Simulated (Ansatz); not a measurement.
Basis sets compared for In(NH2)3 (InN₃H₆). The state is a singlet with charge 0. Geometry PBE-D4/def2-SVP. Ansatz on 4 threads of Arm Neoverse V2 on a shared host; times are rough, and most runs start from earlier orbitals.

```xyz
10

In   -0.005    0.006   -0.023
N     0.168   -1.899   -0.819
H    -0.513   -2.561   -0.424
H     1.096   -2.315   -0.663
N     1.562    1.336   -0.288
H     1.545    2.114    0.384
H     2.485    0.892   -0.189
N    -1.902    0.766    0.323
H    -2.537    0.079    0.751
H    -1.898    1.582    0.949
```

In the def2 sets In takes a core potential, while STO-3G treats all electrons; there is no spin–orbit coupling.

STO-3G and 6-31G are all-electron sets without relativity, so their totals don't compare with the def2 sets.

Binding counts from free atoms (In doublet, N quartet, H doublet) in the same basis, without a counterpoise term.

| level | functions | energy (Eh) | HOMO (eV) | LUMO (eV) | binding per atom (eV) | wall time |
| --- | --- | --- | --- | --- | --- | --- |
| HF/STO-3G | 48 | -5847.6082 | -7.12 | 6.34 | 2.38 | 0.25 s |
| HF/def2-TZVP (with forces) | 179 | -356.1261 | -10.20 | 1.41 | 1.93 | 1.8 s |
| PBE-D4/def2-SVP | 98 | -357.6742 | -5.13 | -1.66 | 3.19 | 0.75 s |
| PBE-D4/def2-TZVP | 179 | -357.8989 | -5.52 | -1.95 | 3.23 | 1.5 s |
| r2SCAN-D4/def2-TZVP | 179 | -358.0697 | -5.80 | -1.74 | 3.12 | 2.9 s |
| PBE0-D4/def2-SVP | 98 | -357.6795 | -6.56 | -0.92 | 3.08 | 1.1 s |
| PBE0-D4/def2-TZVP | 179 | -357.8996 | -6.88 | -1.18 | 3.12 | 1.9 s |

Q: Estimate the rows for PBE-D4/def2-TZVPD, r2SCAN-D4/def2-TZVPD, PBE0-D4/def2-TZVPD.

A: 
```
               level  functions  energy (Eh)  HOMO (eV)  LUMO (eV)  binding per atom (eV)  wall time
   PBE-D4/def2-TZVPD        221    -357.9042      -5.66      -2.17                   3.24      2.2 s
r2SCAN-D4/def2-TZVPD        221    -358.0736      -5.90      -1.90                   3.13      3.9 s
  PBE0-D4/def2-TZVPD        221    -357.9040      -6.98      -1.44                   3.14      2.7 s
```
